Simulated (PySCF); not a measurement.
# MCl anions for M along the alkali metals

PBE with double-zeta basis sets in PySCF, for the lowest determinant that a PBE0 search found; no spin–orbit coupling. De refers to high-spin ground-configuration atoms (the charge goes to the atom of lower measured ionisation energy or higher electron affinity, which is not always the lowest computed limit). A positive dipole points towards Cl; it is taken about the centre of mass and depends on that origin.

```json
{"M": "Na", "basis": "def2-SVPD", "charged atom": "Cl−", "state (unpaired electrons)": "doublet (σ ↑)", "Re (Å)": "2.541", "ωe (cm⁻¹)": "255", "De (eV)": "1.23", "μ (D)": "3.18"}
{"M": "K", "basis": "def2-SVPD", "charged atom": "Cl−", "state (unpaired electrons)": "doublet (σ ↑)", "Re (Å)": "2.863", "ωe (cm⁻¹)": "204", "De (eV)": "1.28", "μ (D)": "2.85"}
{"M": "Rb", "basis": "def2-SVPD", "charged atom": "Cl−", "state (unpaired electrons)": "doublet (σ ↑)", "Re (Å)": "3.027", "ωe (cm⁻¹)": "164", "De (eV)": "1.18", "μ (D)": "0.37"}
{"M": "Cs", "basis": "def2-SVPD", "charged atom": "Cl−", "state (unpaired electrons)": "doublet (σ ↑)", "Re (Å)": "3.155", "ωe (cm⁻¹)": "152", "De (eV)": "1.21", "μ (D)": "-0.27"}
```

Problem. By what factor does the well depth vary along the series?

Solution. At PBE it runs from 1.18 eV (RbCl⁻) to 1.28 eV (KCl⁻), a factor of 1.08.

Down a group the atoms grow and get heavier, so bonds lengthen and wavenumbers fall; this series shows no clear exception.

Spin–orbit coupling is left out. For an ion De counts to the pair picked by the measured ionisation energies or electron affinities, which need not be the lowest pair at this level. The highest Kohn–Sham level is positive in some of these anions. Much of that is self-interaction error, but it also means that the finite basis helps to hold the extra electron. States were picked by a PBE0 search and need not be the measured ground states.
